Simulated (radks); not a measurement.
Values are calculated unless marked as measured or tabulated.
A nucleus of charge 47.8 with 46 electrons, 46 electrons, occupied as [Kr] 4d10.

Code: a radial shooting solver on a logarithmic mesh with Libxc functionals. Model: scalar-relativistic Kohn-Sham, PBEsol, spin-polarised, spherical densities, point nucleus.

Energy parts (hartree):
part                        energy
total                  -5534.86256
kinetic                 5757.21550
electron-nucleus      -13356.91790
Hartree                 2215.09946
exchange-correlation    -150.25963

Orbitals (lengths in bohr, moments of r in powers of bohr; <r^-3> diverges for s and p1/2):
[
 {"orbital": "1s", "occ.": "2", "eigenvalue (hartree)": "-966.0072", "<r^-3>": "-"},
 {"orbital": "2s", "occ.": "2", "eigenvalue (hartree)": "-143.7010", "<r^-3>": "-"},
 {"orbital": "2p", "occ.": "6", "eigenvalue (hartree)": "-129.0189", "<r^-3>": "4006"},
 {"orbital": "3s", "occ.": "2", "eigenvalue (hartree)": "-27.17966", "<r^-3>": "-"},
 {"orbital": "3p", "occ.": "6", "eigenvalue (hartree)": "-22.36269", "<r^-3>": "722.9"},
 {"orbital": "3d", "occ.": "10", "eigenvalue (hartree)": "-14.80629", "<r^-3>": "99.02"},
 {"orbital": "4s", "occ.": "2", "eigenvalue (hartree)": "-4.41575", "<r^-3>": "-"},
 {"orbital": "4p", "occ.": "6", "eigenvalue (hartree)": "-3.00524", "<r^-3>": "122.3"},
 {"orbital": "4d", "occ.": "10", "eigenvalue (hartree)": "-1.00165", "<r^-3>": "10.16"}
]

The highest occupied level is 4d at -27.256 eV. The density falls to 0.001 e/bohr^3 at r = 3.30 bohr. Summed over all electrons, <r^2> = 30.48 bohr^2, which gives a Langevin (diamagnetic) susceptibility term of -24.1 x 10^-6 cm^3/mol.
